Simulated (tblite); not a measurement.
Species: C3H11Ge2N.
Bonds: Ge1–N2, N2–Ge3, N2–C4, C4–C5, C5–C6, C4–C6. Hydrogens: H7, H8, H9 on Ge1; H10, H11, H12 on Ge3; H13 on C4; H14, H15 on C5; H16, H17 on C6.

Computed with GFN2-xTB (tblite), gas phase: L-BFGS steps from a force-field or distance-geometry start until the largest atomic force falls under 0.01 eV/Å.

Step 5: E = -510.6020 eV
```
atom  x, y, z in Å  |  force x, y, z in eV/Å
Ge1    -1.7448    1.2590   -0.1519   -0.034   0.103  -0.043
N2     -0.4872   -0.0469   -0.4594    0.097  -0.006   0.055
Ge3    -1.1918   -1.7199   -0.1883    0.004  -0.008  -0.091
C4      0.6735    0.3295    0.3106    0.071   0.063   0.167
C5      1.9396   -0.4580    0.3587    0.115  -0.072  -0.013
C6      1.9021    0.8506   -0.3723   -0.057   0.088  -0.062
H7     -1.8153    1.3389    1.3440   -0.201   0.209   0.109
H8     -3.0572    0.8803   -0.7438   -0.066   0.028  -0.087
H9     -1.2294    2.5564   -0.6897    0.036   0.027  -0.025
H10    -0.9247   -2.1190    1.2188   -0.024  -0.180   0.182
H11    -2.6516   -1.5849   -0.4618   -0.082  -0.133   0.026
H12    -0.6522   -2.7604   -1.1177    0.209   0.035  -0.068
H13     0.4131    0.8179    1.2510    0.127   0.075   0.101
H14     2.0153   -1.3655   -0.2162   -0.061  -0.099  -0.111
H15     2.4876   -0.4815    1.2938   -0.124  -0.079  -0.065
H16     2.4239    1.6932    0.0669   -0.088  -0.084  -0.143
H17     1.8921    0.8224   -1.4525    0.078   0.033   0.068
```

Step 6: E = -510.6264 eV
```
atom  x, y, z in Å  |  force x, y, z in eV/Å
Ge1    -1.7477    1.2646   -0.1525   -0.006   0.047  -0.002
N2     -0.4967   -0.0512   -0.4385    0.290   0.176   0.128
Ge3    -1.1898   -1.7237   -0.1911   -0.012  -0.080   0.067
C4      0.6789    0.3290    0.3211   -0.159   0.054  -0.044
C5      1.9416   -0.4599    0.3573    0.092  -0.097  -0.232
C6      1.8933    0.8585   -0.3792    0.129  -0.213   0.028
H7     -1.8391    1.3626    1.3376   -0.186   0.199   0.157
H8     -3.0544    0.8885   -0.7488   -0.108   0.000  -0.114
H9     -1.2291    2.5555   -0.6891    0.072   0.077  -0.066
H10    -0.9320   -2.1331    1.2197   -0.021  -0.173   0.120
H11    -2.6519   -1.6024   -0.4555   -0.079  -0.114  -0.009
H12    -0.6301   -2.7506   -1.1201    0.201   0.016  -0.092
H13     0.4343    0.8216    1.2629    0.056   0.068   0.081
H14     2.0080   -1.3737   -0.2230   -0.070   0.128   0.000
H15     2.4804   -0.5016    1.2980   -0.070  -0.003  -0.144
H16     2.4252    1.6969    0.0546   -0.107  -0.067  -0.092
H17     1.9021    0.8313   -1.4635   -0.023  -0.019   0.213
```

Step 7: E = -510.6448 eV
```
atom  x, y, z in Å  |  force x, y, z in eV/Å
Ge1    -1.7504    1.2705   -0.1530    0.005  -0.010   0.058
N2     -0.5003   -0.0520   -0.4185    0.266   0.238   0.129
Ge3    -1.1883   -1.7284   -0.1924    0.006  -0.097   0.187
C4      0.6829    0.3298    0.3300   -0.219   0.044  -0.127
C5      1.9444   -0.4620    0.3524    0.013  -0.105  -0.265
C6      1.8878    0.8613   -0.3840    0.246  -0.345   0.067
H7     -1.8634    1.3870    1.3352   -0.166   0.182   0.141
H8     -3.0542    0.8956   -0.7554   -0.105  -0.014  -0.121
H9     -1.2274    2.5563   -0.6898    0.094   0.108  -0.093
H10    -0.9387   -2.1488    1.2229   -0.020  -0.156   0.040
H11    -2.6537   -1.6198   -0.4502   -0.050  -0.096  -0.036
H12    -0.6070   -2.7419   -1.1240    0.175   0.022  -0.087
H13     0.4538    0.8262    1.2748    0.015   0.043   0.035
H14     2.0005   -1.3794   -0.2295   -0.070   0.231   0.034
H15     2.4726   -0.5191    1.2986   -0.003   0.049  -0.193
H16     2.4240    1.6983    0.0421   -0.076  -0.020  -0.009
H17     1.9103    0.8385   -1.4690   -0.111  -0.073   0.238
```

**Question.** Estimate the geometry and energy of step 8. (The exact step hangs on the optimiser's Hessian estimate; all steps are aligned on step 7, rigid shifts and turns removed.)

**Answer.** E = -510.6682 eV, largest force 0.488 eV/Å
```
atom  x, y, z in Å  |  force x, y, z in eV/Å
Ge1    -1.7542    1.2788   -0.1525   -0.008  -0.043   0.128
N2     -0.5024   -0.0495   -0.3888    0.086   0.205   0.080
Ge3    -1.1858   -1.7365   -0.1909    0.052  -0.067   0.263
C4      0.6875    0.3321    0.3414   -0.162   0.035  -0.157
C5      1.9478   -0.4660    0.3423   -0.115  -0.091  -0.159
C6      1.8847    0.8597   -0.3894    0.313  -0.357   0.111
H7     -1.9012    1.4255    1.3345   -0.130   0.150   0.080
H8     -3.0558    0.9054   -0.7672   -0.057  -0.025  -0.109
H9     -1.2231    2.5596   -0.6926    0.103   0.109  -0.107
H10    -0.9486   -2.1745    1.2286   -0.010  -0.135  -0.046
H11    -2.6571   -1.6466   -0.4434    0.020  -0.071  -0.066
H12    -0.5706   -2.7288   -1.1311    0.114   0.060  -0.042
H13     0.4820    0.8334    1.2920   -0.025  -0.003  -0.047
H14     1.9884   -1.3842   -0.2392   -0.066   0.249   0.007
H15     2.4613   -0.5429    1.2949    0.102   0.103  -0.224
H16     2.4206    1.6994    0.0241   -0.003   0.036   0.119
H17     1.9196    0.8471   -1.4726   -0.214  -0.155   0.169
```

The energy changes by -0.0234 eV. The first-order estimate −F·Δx gives -0.0332 eV and the mean of the old and new forces, exact on a quadratic surface, -0.0234 eV. The step makes an angle of 70° with the force vector and moves no atom by more than 0.054 Å.

What follows is the cost of the whole relaxation. On one thread, Intel Xeon 6975P-C (x86_64), shared host with 192 logical CPUs at a one-minute load of 62, this took 0.84 s wall.
